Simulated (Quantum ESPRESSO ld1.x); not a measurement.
Initial-state core-level shifts of the magnesium ion Mg+ when its valence configuration changes from [Ne] 3s1. Method: scalar-relativistic Kohn-Sham, PW91, spin-unpolarised, spherical densities, point nucleus; computed with ld1.x of Quantum ESPRESSO 7.5. Shifts are changes of the shell-averaged eigenvalues in eV (positive: less bound).

valence          1s      2s      2p
3p1          -1.853  -1.828  -1.807
3s0.5 3p0.5  -0.935  -0.923  -0.913
